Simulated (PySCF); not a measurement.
In³⁷⁺ (indium, charge +37): Hartree-Fock from Schrödinger to Dirac-Coulomb-Breit

Occupied: 1s1/2, 2s1/2, 2p1/2, 2p3/2, 3s1/2. Hartree-Fock calculated with PySCF 2.14 in an even-tempered Gaussian basis (17 s from 3.2 bohr⁻², ratio 2.7; 13 p from 3.9 bohr⁻², ratio 2.7), Gaussian nucleus throughout. NR is non-relativistic, sf-X2C the spin-free one-electron X2C Hamiltonian, X2C adds the bare one-electron spin-orbit term, X2C-SNSO screens it by Boettger's factors, DC is four-component Dirac-Coulomb, and the Gaunt and Breit terms are added at first order (total energies over the DC spinors, levels after relaxing the spinors in that mean field). QED terms are absent. Levels marked empty are virtual spinors of this ion; the basis has s and p functions only, so 3d, which can lie below the n = 4 levels, is absent.

```tsv
Hamiltonian	E (hartree)
NR	-4572.0193
sf-X2C	-4702.8419
X2C	-4704.0139
X2C-SNSO	-4703.9174
DC	-4705.2303
DC+Gaunt	-4701.3893
DC+Breit	-4701.7282
```

```
   level (eV)        NR    sf-X2C       X2C  X2C-SNSO        DC  DC+Gaunt  DC+Breit
        1s1/2  -29386.8  -30341.6  -30339.8  -30339.9  -30363.5  -30301.1  -30305.2
        2s1/2   -6164.8   -6421.5   -6421.1   -6421.1   -6423.9   -6417.8   -6418.2
        2p1/2   -5910.3   -5991.9   -6150.4   -6143.4   -6144.6   -6133.8   -6135.0
        2p3/2   -5910.3   -5991.9   -5920.1   -5923.0   -5925.0   -5917.3   -5918.5
        3s1/2   -2470.5   -2547.2   -2547.1   -2547.1   -2547.8   -2546.2   -2546.4
3p1/2 (empty)   -2327.3   -2358.2   -2396.9   -2395.2   -2395.4   -2392.8   -2393.2
3p3/2 (empty)   -2327.3   -2358.2   -2340.7   -2341.4   -2341.8   -2340.0   -2340.3
4s1/2 (empty)   -1290.5   -1320.0   -1319.9   -1319.9   -1320.2   -1319.6   -1319.7
```

Question: How large are the two-electron picture-change error of X2C and the Breit correction in the total energy?

Answer: X2C-1e lies 1.2163 hartree above Dirac-Coulomb; Gaunt adds 3.8410 and the full Breit term 3.5020 hartree.

| interval (eV) | X2C | X2C-SNSO | DC | DC+Gaunt | DC+Breit |
| --- | --- | --- | --- | --- | --- |
| 2p3/2 − 2p1/2 | 230.3 | 220.5 | 219.6 | 216.5 | 216.5 |
| 3p3/2 − 3p1/2 | 56.17 | 53.78 | 53.65 | 52.86 | 52.86 |

Weight of the small component: 1s1/2 0.0324, 2s1/2 0.00711, 2p1/2 0.00702, 2p3/2 0.00674, 3s1/2 0.00263, 3p1/2 0.00256, 3p3/2 0.00250, 4s1/2 0.00123.

Koopmans' value for the highest occupied level at DC+Breit: 2546.4 eV, against an ionisation energy of 2555 ± 3 eV (semi-empirical (NIST evaluation); NIST Atomic Spectra Database, ionization energies); the former lacks relaxation, correlation, QED and recoil.

The whole ladder took 71 s of wall time on 1 thread of Neoverse-V1 (shared host), launched as `OMP_NUM_THREADS=1 python relrun2.py TASK.json OUT` (a driver that calls PySCF for each Hamiltonian).
